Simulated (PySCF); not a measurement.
## Working out the ionisation energy of Xe²⁺

Xe²⁺ [Kr] 4d10 5s2 5p4 (3P) → Xe³⁺ [Kr] 4d10 5s2 5p3 (4S). Calculation: PySCF 2.14, in aug-cc-pVTZ-PP with one added diffuse shell each of d, f type with ECP28MDF (6s5p5d3f, 67 functions); scalar relativity through the core potential. Frozen: 4s2 4p6 4d10. Energies in hartree (1 hartree = 27.21139 eV):

```tsv
part	Xe²⁺ (lower)	Xe³⁺ (upper)
UHF	-327.139551	-326.060346
CCSD correlation	-0.109820	-0.081590
(T)	-0.002757	-0.001953
```

Question: What does Hartree-Fock give?

Answer: (-326.060346) − (-327.139551) = 1.079205 hartree = 29.367 eV.

Question: What do CCSD and CCSD(T) give?

Answer: The CCSD correlation energies differ by 0.028230 hartree = 0.768 eV and the triples by 0.000804 hartree = 0.022 eV, so CCSD gives 30.135 eV and CCSD(T) 30.157 eV.

Reference: 31.05 ± 0.04 eV (semi-empirical (NIST evaluation); NIST Atomic Spectra Database, ionization energies), between the lowest levels; spin-orbit coupling is absent from the calculation.

What remains against the reference includes basis incompleteness, the frozen core and higher excitations.
